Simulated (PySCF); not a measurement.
SMILES CC[N]C, doublet (PBE0/def2-SVP optimised geometry):

```
12

C     -1.282    -0.746     1.175
C     -0.704     0.020     0.000
N      0.724     0.020     0.000
C      1.282     0.733    -1.099
H     -2.382    -0.733     1.158
H     -0.946    -1.793     1.155
H     -0.944    -0.306     2.125
H     -1.078    -0.402    -0.959
H     -1.078     1.069     0.000
H      2.382     0.715    -1.067
H      0.952     1.793    -1.111
H      0.956     0.307    -2.072
```

Method: unrestricted PBE0/def2-TZVP in PySCF.

### Question
What are the frontier orbital energies (α orbitals alone; a β orbital can be the lowest empty one) and the dipole moment?

### Answer
HOMO-2 -9.87 eV, HOMO-1 -7.66 eV, HOMO -7.09 eV, LUMO 1.27 eV, LUMO+1 1.84 eV; dipole moment 1.61 D.

On the same geometry unrestricted PBE/def2-TZVP (PySCF) gives HOMO-2 -8.41 eV, HOMO-1 -6.11 eV, HOMO -5.49 eV, LUMO 0.46 eV, LUMO+1 1.04 eV; dipole moment 1.59 D.

Meta-Löwdin charges at PBE0/def2-TZVP: C1 -0.34, C2 -0.10, N3 -0.21, C4 -0.25, H5 0.11, H6 0.12, H7 0.12, H8 0.10, H9 0.10, H10 0.12, H11 0.11, H12 0.11.
